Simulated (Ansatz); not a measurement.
`C=C[Si](O)(O)O` + `C=CS` → `C=CS[Si](O)(O)O` + `C=C`  (ligand exchange at the Si–C bond)

Computed with Ansatz on PBE0-D4/def2-TZVP structures; ΔE is electronic, products minus reactants. CCSD(T)/CBS adds triple-zeta CCSD(T) − MP2 to the extrapolated MP2 energy (def2 sets, frozen cores). This one scheme is used for every species. Functionals use def2-TZVPP. B3LYP here is the variant with VWN-RPA as its local correlation; programs differ in this. Each species was taken in one conformer, which may not be the lowest.

```csv
level,ΔE (kcal/mol)
ωB97M-V,-13.0
B3LYP,-11.0
MP2/def2-TZVPP,-13.6
SCS-MP2/def2-QZVPP,-12.8
```

Problem. What does CCSD(T)/CBS give? (Estimate.)

Solution. Ansatz gave: -13.2 kcal/mol. The listed levels differ from it by 0.2, 2.2, -0.4, 0.4 kcal/mol.

Largest T1 diagnostic among the species: 0.012.

The D4 term adds −2.3 kcal/mol with B3LYP and −1.2 kcal/mol with PBE0; it sums over pairs of atoms, weighted by their polarisabilities, and B3LYP, whose exchange is more repulsive, gets the larger term. In def2-TZVPP, CCSD(T) changes the Hartree–Fock value by −2.0 kcal/mol (the triples alone add −0.7 kcal/mol) and MP2 by −3.1 kcal/mol.
